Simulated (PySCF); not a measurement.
C₆H₅, SMILES [c]1ccccc1, multiplicity 2.

Geometry: PBE0-D3(BJ)/def2-SVP. The isomer is the one that the SMILES or the coordinates give; other isomers of the formula were not compared.

Computed with PBE0-D3(BJ)/def2-SVP run with PySCF 2.14.0.

Harmonic, unscaled wavenumbers; measured fundamentals usually lie a few per cent lower.

Computed normal modes with their intensities:
```json
[
 {"mode": "1", "ν (cm⁻¹)": "404", "IR (km/mol)": "0.0", "moving atoms (share of kinetic energy)": "C 70 %, H 30 %"},
 {"mode": "2", "ν (cm⁻¹)": "432", "IR (km/mol)": "5.4", "moving atoms (share of kinetic energy)": "C 78 %, H 22 %"},
 {"mode": "3", "ν (cm⁻¹)": "596", "IR (km/mol)": "0.5", "moving atoms (share of kinetic energy)": "C 92 %, H 8 %"},
 {"mode": "4", "ν (cm⁻¹)": "615", "IR (km/mol)": "1.3", "moving atoms (share of kinetic energy)": "C 93 %"},
 {"mode": "5", "ν (cm⁻¹)": "685", "IR (km/mol)": "27.7", "moving atoms (share of kinetic energy)": "C 57 %, H 43 %"},
 {"mode": "6", "ν (cm⁻¹)": "729", "IR (km/mol)": "55.2", "moving atoms (share of kinetic energy)": "H 67 %, C 33 %"},
 {"mode": "7", "ν (cm⁻¹)": "826", "IR (km/mol)": "0.0", "moving atoms (share of kinetic energy)": "H 79 %, C 21 %"},
 {"mode": "8", "ν (cm⁻¹)": "905", "IR (km/mol)": "0.4", "moving atoms (share of kinetic energy)": "H 73 %, C 27 %"},
 {"mode": "9", "ν (cm⁻¹)": "977", "IR (km/mol)": "0.9", "moving atoms (share of kinetic energy)": "C 93 %"},
 {"mode": "10", "ν (cm⁻¹)": "985", "IR (km/mol)": "0.0", "moving atoms (share of kinetic energy)": "H 70 %, C 30 %"},
 {"mode": "11", "ν (cm⁻¹)": "1015", "IR (km/mol)": "0.1", "moving atoms (share of kinetic energy)": "H 74 %, C 26 %"},
 {"mode": "12", "ν (cm⁻¹)": "1038", "IR (km/mol)": "1.7", "moving atoms (share of kinetic energy)": "C 77 %, H 23 %"},
 {"mode": "13", "ν (cm⁻¹)": "1058", "IR (km/mol)": "10.2", "moving atoms (share of kinetic energy)": "C 54 %, H 46 %"},
 {"mode": "14", "ν (cm⁻¹)": "1079", "IR (km/mol)": "5.0", "moving atoms (share of kinetic energy)": "H 67 %, C 33 %"},
 {"mode": "15", "ν (cm⁻¹)": "1165", "IR (km/mol)": "0.1", "moving atoms (share of kinetic energy)": "H 89 %, C 11 %"},
 {"mode": "16", "ν (cm⁻¹)": "1165", "IR (km/mol)": "0.1", "moving atoms (share of kinetic energy)": "H 93 %"},
 {"mode": "17", "ν (cm⁻¹)": "1294", "IR (km/mol)": "0.0", "moving atoms (share of kinetic energy)": "H 74 %, C 26 %"},
 {"mode": "18", "ν (cm⁻¹)": "1384", "IR (km/mol)": "0.6", "moving atoms (share of kinetic energy)": "C 90 %, H 10 %"},
 {"mode": "19", "ν (cm⁻¹)": "1472", "IR (km/mol)": "6.3", "moving atoms (share of kinetic energy)": "C 65 %, H 35 %"},
 {"mode": "20", "ν (cm⁻¹)": "1481", "IR (km/mol)": "9.2", "moving atoms (share of kinetic energy)": "C 62 %, H 38 %"},
 {"mode": "21", "ν (cm⁻¹)": "1621", "IR (km/mol)": "0.8", "moving atoms (share of kinetic energy)": "C 90 %, H 10 %"},
 {"mode": "22", "ν (cm⁻¹)": "1680", "IR (km/mol)": "2.0", "moving atoms (share of kinetic energy)": "C 94 %"},
 {"mode": "23", "ν (cm⁻¹)": "3196", "IR (km/mol)": "0.5", "moving atoms (share of kinetic energy)": "H 92 %"},
 {"mode": "24", "ν (cm⁻¹)": "3202", "IR (km/mol)": "1.6", "moving atoms (share of kinetic energy)": "H 92 %"},
 {"mode": "25", "ν (cm⁻¹)": "3212", "IR (km/mol)": "1.2", "moving atoms (share of kinetic energy)": "H 91 %, C 9 %"},
 {"mode": "26", "ν (cm⁻¹)": "3215", "IR (km/mol)": "9.6", "moving atoms (share of kinetic energy)": "H 91 %, C 9 %"},
 {"mode": "27", "ν (cm⁻¹)": "3227", "IR (km/mol)": "5.6", "moving atoms (share of kinetic energy)": "H 91 %, C 9 %"}
]
```
